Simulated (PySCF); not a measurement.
# Antimony: a sound run and one with changed settings

Sound run: Sb(2+) [Kr] 4d10 5s2 5p1, Sb(3+) [Kr] 4d10 5s2. All numbers are calculated (PySCF 2.14, a scalar-relativistic core potential, in aug-cc-pVDZ-PP with ECP28MDF). The sound run starts from symmetry-adapted Hartree-Fock orbitals and uses a fine grid where one is needed.

Changed run: basis STO-3G, all-electron and non-relativistic. This setting is unsound on purpose.

```json
{"species": "Sb(2+)", "method": "UHF", "sound run (hartree)": "-238.36941", "changed run (hartree)": "-6250.58887", "converged": "yes"}
{"species": "Sb(2+)", "method": "TPSS", "sound run (hartree)": "-239.17680", "changed run (hartree)": "-6252.24456", "converged": "yes"}
{"species": "Sb(2+)", "method": "BP86", "sound run (hartree)": "-239.38680", "changed run (hartree)": "-6252.96475", "converged": "yes"}
{"species": "Sb(3+)", "method": "UHF", "sound run (hartree)": "-237.48353", "changed run (hartree)": "-6249.73394", "converged": "yes"}
{"species": "Sb(3+)", "method": "TPSS", "sound run (hartree)": "-238.27070", "changed run (hartree)": "-6251.35705", "converged": "yes"}
{"species": "Sb(3+)", "method": "BP86", "sound run (hartree)": "-238.47365", "changed run (hartree)": "-6252.07365", "converged": "yes"}
```

Ionisation energy of Sb(2+):

| method | sound run (eV) | changed run (eV) |
| --- | --- | --- |
| UHF | 24.106 | 23.264 |
| TPSS | 24.656 | 24.150 |
| BP86 | 24.848 | 24.248 |

A minimal basis cannot let orbitals breathe on ionisation and holds almost no correlation. The Hamiltonian changed with the basis, so the totals do not compare.

For comparison, NIST gives 25.323 eV between the lowest levels.
